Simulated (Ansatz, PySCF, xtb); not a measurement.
SiH4 (SMILES [SiH4]) and C2H6 (SMILES CC) are pulled apart as rigid monomers along the line of their centres of mass, from the B3LYP-D3(BJ)/def2-TZVP minimum. Starting geometry (charge 0, multiplicity 1):
```tsv
atom	x (Å)	y (Å)	z (Å)
Si	-0.0194	0.3052	0.2851
H	-1.4907	0.4006	0.4108
H	0.4357	-1.0132	0.7795
H	0.6167	1.3767	1.0833
H	0.3647	0.4569	-1.1369
C	-0.7283	-0.1105	3.9554
C	0.7518	-0.2703	4.2891
H	-1.0696	-0.8941	3.2761
H	-0.9267	0.8511	3.4780
H	-1.3464	-0.1637	4.8537
H	0.9487	-1.2312	4.7683
H	1.0919	0.5135	4.9687
H	1.3696	-0.2177	3.3908
```

Interaction energies with rigid monomers; basis-set methods are counterpoise corrected unless marked otherwise.

Correlated levels freeze the cores.

Run with Ansatz (a quantum-chemistry and plane-wave program); PySCF for the dispersion terms; xtb for the GFN methods. Values without a source in brackets are computed.

| Si1···C6 (Å) | GFN1-xTB (kcal/mol) | r2SCAN/def2-TZVPPD (kcal/mol) | B3LYP/def2-TZVPPD (kcal/mol) | B3LYP-D4/def2-TZVPPD (kcal/mol) | MP2/aug-cc-pV(D+d)Z (kcal/mol) |
|---|---|---|---|---|---|
| 3.39 | -2.23 | 0.20 | 2.30 | -0.29 | 0.16 |
| 3.76 | -2.05 | -0.56 | 0.73 | -1.16 | ? |
| 4.32 | -1.09 | -0.37 | 0.22 | -0.81 | -0.69 |
| 5.24 | -0.33 | -0.08 | ? | -0.25 | -0.25 |
| 6.74 | -0.07 | 0.00 | 0.01 | -0.06 | -0.05 |

### Question
What belongs in the gaps?

### Answer

- 3.76, MP2/aug-cc-pV(D+d)Z (kcal/mol): -0.84
- 5.24, B3LYP/def2-TZVPPD (kcal/mol): 0.09
